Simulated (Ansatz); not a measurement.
Basis sets compared for [SiF5]- (SiF5⁻). Total charge -1; singlet. Geometry PBE0-D4/def2-SVPD. Ansatz on 4 threads of Intel Xeon on a shared host; times are rough, and most runs start from earlier orbitals.

```xyz
6

Si    0.000    0.000    0.000
F     1.222   -0.691    0.938
F    -1.222    0.692   -0.937
F     0.631    1.502    0.286
F    -1.139   -0.629    1.021
F     0.509   -0.874   -1.309
```

B3LYP takes the VWN-RPA correlation.

```
            level  functions  energy (Eh)  HOMO (eV)  LUMO (eV)  wall time
        HF/STO-3G         34    -775.7509      -2.08      20.15     0.26 s
         HF/6-31G         58    -786.2843     -10.96      10.25      0.4 s
 PBE-D4/def2-SVPD        139    -788.0357      -3.24       3.90      1.2 s
   B3LYP-D4/6-31G         58    -788.8914      -4.36       6.16     0.91 s
PBE0-D4/def2-SVPD        139    -788.0549      -5.36       4.58      1.6 s
```

Estimate the rows for PBE-D4/def2-TZVPD, B3LYP-D4/def2-TZVPD, PBE0-D4/def2-TZVPD.


```
              level  functions  energy (Eh)  HOMO (eV)  LUMO (eV)  wall time
  PBE-D4/def2-TZVPD        243    -788.7311      -3.12       3.56        2 s
B3LYP-D4/def2-TZVPD        243    -789.3762      -4.92       3.85      2.8 s
 PBE0-D4/def2-TZVPD        243    -788.7524      -5.22       4.12      3.4 s
```
